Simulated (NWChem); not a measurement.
System: MgNH₃Se; SMILES [NH2][Mg][SeH]

The following NWChem deck was run.

```
start job
memory heap 200 mb stack 900 mb global 1100 mb
geometry units angstroms noautoz
  Mg     0.138171    -0.993547     0.080809
  N      0.296280    -2.862305    -0.118565
  H      0.721922    -3.353277    -0.899616
  H     -0.030518    -3.570089     0.533010
  Se    -0.050914     1.419424     0.336838
  H     -1.350457     1.394814    -0.358698
end
basis spherical
  * library 6-31g*
end
dft
  xc xwpbe 1.00 cpbe96 1.0 hfexch 1.00
  cam 0.8 cam_alpha 0.0 cam_beta 1.0
  iterations 150
  vectors input atomic output neutral.movecs
end
task dft energy
charge 1
dft
  odft
  mult 2
  vectors input atomic output cation.movecs
end
task dft energy
```

Structure relaxed at the PBE0/def2-SVP level.

Ions are spin-unrestricted doublets at the neutral geometry; other ion states weren't tried. Functional: LC-ωPBE (HJS hole) with 6-31G*; the question gives the range parameter ω in 1/bohr.

What results follow from this input? (LC-wPBE (HJS exchange hole, range parameter 0.8 per bohr)/6-31G* (spherical d), vertical spin-unrestricted ions.) Quantities: vertical ionisation energy, ΔSCF (eV); −ε(HOMO) (eV).


```json
{
  "vertical ionisation energy, ΔSCF (eV)": "8.71",
  "−ε(HOMO) (eV)": "9.91"
}
```
